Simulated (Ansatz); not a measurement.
`[InH2][BH][TeH]` + `[OH][GeH2][F]` → `[F][GeH2][InH2]` + `OB[TeH]` at 700 K and 1 bar (redistribution).

Program: Ansatz. Geometries: PBE0-D4/def2-TZVP. ΔE: electronic, gas phase. CCSD(T)/CBS is the MP2 limit (def2-TZVPP, def2-QZVPP) plus CCSD(T) − MP2 in def2-TZVPP, frozen cores. def2 core potentials past Kr. For Ge, In, Te outer-core shells are correlated without core-valence functions, which leaves a few kJ/mol of doubt a bond. Scalar relativity is left out up to krypton. One conformer a species, not always the lowest.

```json
{"species": "`[InH2][BH][TeH]`", "CCSD(T)/CBS energy (Eh)": "-484.70285", "H − E (kJ/mol)": "145.0", "S (J/(mol·K))": "446.3"}
{"species": "`[OH][GeH2][F]`", "CCSD(T)/CBS energy (Eh)": "-2252.93819", "H − E (kJ/mol)": "134.1", "S (J/(mol·K))": "365.3"}
{"species": "`[F][GeH2][InH2]`", "CCSD(T)/CBS energy (Eh)": "-2368.13046", "H − E (kJ/mol)": "142.2", "S (J/(mol·K))": "444.5"}
{"species": "`OB[TeH]`", "CCSD(T)/CBS energy (Eh)": "-369.55161", "H − E (kJ/mol)": "139.3", "S (J/(mol·K))": "367.4"}
```

H − E and S are ideal-gas, rigid-rotor, harmonic terms from PBE0-D4/def2-TZVP, for one conformer and one mirror image of each species. 1 Eh = 2625.50 kJ/mol, R = 8.31446 J/(mol·K).

By hand: ΔE, ΔH, ΔS and ΔG.

ΔE = (-2368.13046) + (-369.55161) − (-484.70285) − (-2252.93819) = -0.04103 Eh = -107.7 kJ/mol. Δ(H − E) = 142.2 + 139.3 − 145.0 − 134.1 = 2.4, so ΔH = -105.3 kJ/mol. ΔS = 444.5 + 367.4 − 446.3 − 365.3 = 0.3 J/(mol·K). ΔG = -105.3 − 700 × (0.3)/1000 = -105.5 kJ/mol.

By hand: the equilibrium constant, and the temperature at which ΔG would vanish if ΔH and ΔS stayed fixed.

log₁₀ K = −ΔG/(RT ln 10) = 7.9. ΔH and −TΔS have one sign here, so there is no such temperature. One of them is within its doubt of zero, so this could turn.

The number of gas molecules stays the same, so ΔS is small and ΔH decides. A doubt of 5 kJ/mol in ΔE shifts log₁₀ K by 0.4 here. Other conformers and mirror images would add mixing entropy, several J/(mol·K) or more a flexible species. These are equilibria of isolated gas molecules and say nothing of rates. Largest T1 diagnostic: 0.016 (customary marks: 0.02 for closed shells, 0.045 for open ones).
